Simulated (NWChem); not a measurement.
System: CaH2SO; SMILES [OH][Ca][SH]

Input file for NWChem:

```
start job
memory heap 200 mb stack 900 mb global 1100 mb
geometry units angstroms noautosym nocenter noautoz
  Ca     0.461061    -0.457799     0.338666
  O      0.295075    -2.399679    -0.025915
  H      0.149208    -3.319606    -0.248122
  S     -0.167231     2.075871     0.192122
  H     -1.231551     1.885944    -0.620795
end
basis spherical
  * library 6-31g*
end
dft
  xc hfexch
  iterations 150
end
property
  shielding
end
task dft property
```

All runs use the structure optimised with PBE0/def2-SVP.

GIAO values for the isolated, static molecule; σ is the absolute isotropic shielding, δ = σ(reference) − σ with the isolated reference molecule computed at the same levels (1H: tetramethylsilane, 17O: water).

Atoms are numbered as in the input.

**Question.** Predict the main results of this run. (Hartree-Fock/6-31G* (spherical d), GIAO.) Quantities: σ Ca1 (ppm); δ O2 (ppm); δ H3 (ppm); σ S4 (ppm); δ H5 (ppm).

**Answer.** 
```json
{
  "σ Ca1 (ppm)": "1186.3",
  "δ O2 (ppm)": "7.7",
  "δ H3 (ppm)": "-1.36",
  "σ S4 (ppm)": "849.7",
  "δ H5 (ppm)": "-2.10"
}
```
